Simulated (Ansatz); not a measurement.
`[CH3][Ga]([OH])[OH]` + H₂O → `[OH][Ga]([OH])[OH]` + CH₄  (formal hydrolysis of a Ga–C bond)

Isolated molecules relaxed with PBE0-D4/def2-TZVP in Ansatz; ΔE leaves out vibrations. CCSD(T)/CBS is the MP2 limit (def2-TZVPP, def2-QZVPP) plus CCSD(T) − MP2 in def2-TZVPP, frozen cores. This one scheme is used for every species. DFT in def2-TZVPP. For Ga outer-core shells are correlated without core-valence functions, which leaves a few kJ/mol of doubt a bond. Scalar relativity is left out up to krypton. Each species was taken in one conformer, which may not be the lowest.

(1) Is it downhill or uphill in electronic energy at CCSD(T)/CBS, and by how much? (Estimate.)

(2) What do these levels give: PBE-D4, revPBE-D4, BLYP-D4, r2SCAN-D4, r2SCANh-D4, CAM-B3LYP-D4, ωB97M-V, PBE, r2SCAN, r2SCAN0, LC-ωPBE, MP2/CBS(def2)? (Best estimate.)

Largest T1 diagnostic among the species: 0.014.

## Answers

(1) The calculation gave: Downhill: ΔE = -55.7 kJ/mol.

(2) Ansatz gave: PBE-D4 -55.7, revPBE-D4 -56.5, BLYP-D4 -62.2, r2SCAN-D4 -64.7, r2SCANh-D4 -63.9, CAM-B3LYP-D4 -64.9, ωB97M-V -59.6, PBE -57.3, r2SCAN -65.1, r2SCAN0 -63.5, LC-ωPBE -61.4, MP2/CBS(def2) -56.5 kJ/mol.

From BLYP to BHLYP (50 % exact exchange), in def2-TZVPP and without D4, ΔE moves by −3.2 kJ/mol. Leaving LDA and LC-ωPBE aside and taking each functional with its dispersion term where it has one, the values, not all of them listed here, spread over 12.1 kJ/mol, from B97M-V to PBE-D4. LDA lies +4.1 kJ/mol from PBE without D4. At CCSD(T), def2-SVP lies −26.5 kJ/mol from the extrapolated value and def2-TZVPP −8.9 kJ/mol.
